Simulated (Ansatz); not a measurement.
The same molecule with X = B, Al, Ga, In. Ansatz, PBE0-D4/def2-TZVP geometries, multiplicity 1. Each molecule was computed in one conformer, which needn't be the lowest.

Elements past krypton have def2 core potentials. Scalar relativity is left out up to krypton.

```json
{"X": "B", "molecule": "`OB(O)S`", "mean X–O bond length / Å": "1.361", "mean X–S bond length / Å": "1.829", "size of the dipole moment (B3LYP/def2-TZVPP) / D": "2.33", "size of the dipole moment (ωB97M-V/def2-TZVPP) / D": "2.35", "LUMO energy (PBE0/def2-TZVPP) / eV": "0.09"}
{"X": "Ga", "molecule": "`[OH][Ga]([OH])[SH]`", "mean X–O bond length / Å": "1.777", "mean X–S bond length / Å": "2.185", "size of the dipole moment (B3LYP/def2-TZVPP) / D": "0.68", "size of the dipole moment (ωB97M-V/def2-TZVPP) / D": "0.69", "LUMO energy (PBE0/def2-TZVPP) / eV": "-0.82"}
{"X": "In", "molecule": "`[OH][In]([OH])[SH]`", "mean X–O bond length / Å": "1.975", "mean X–S bond length / Å": "2.362", "size of the dipole moment (B3LYP/def2-TZVPP) / D": "0.88", "size of the dipole moment (ωB97M-V/def2-TZVPP) / D": "0.89", "LUMO energy (PBE0/def2-TZVPP) / eV": "-1.79"}
```

Question: Give the row for X = Al, `[OH][Al]([OH])[SH]`. (An estimate is asked.)

Answer: Ansatz gave: 
```
 X              molecule  mean X–O bond length / Å  mean X–S bond length / Å  size of the dipole moment (B3LYP/def2-TZVPP) / D  size of the dipole moment (ωB97M-V/def2-TZVPP) / D  LUMO energy (PBE0/def2-TZVPP) / eV
Al  `[OH][Al]([OH])[SH]`                     1.688                     2.166                                              3.03                                                3.09                               -0.54
```

From B to In the mean X–O bond length rises at each step, by 0.614 Å in all; the mean X–S bond length rises at each step, by 0.533 Å in all; the LUMO energy (PBE0/def2-TZVPP) falls at each step, by 1.88 eV in all. Bonds lengthen as the atom grows down the group. Dipoles are sizes alone, and their direction can turn along the series.

B3LYP here is the variant with VWN-RPA as its local correlation; programs differ in this.
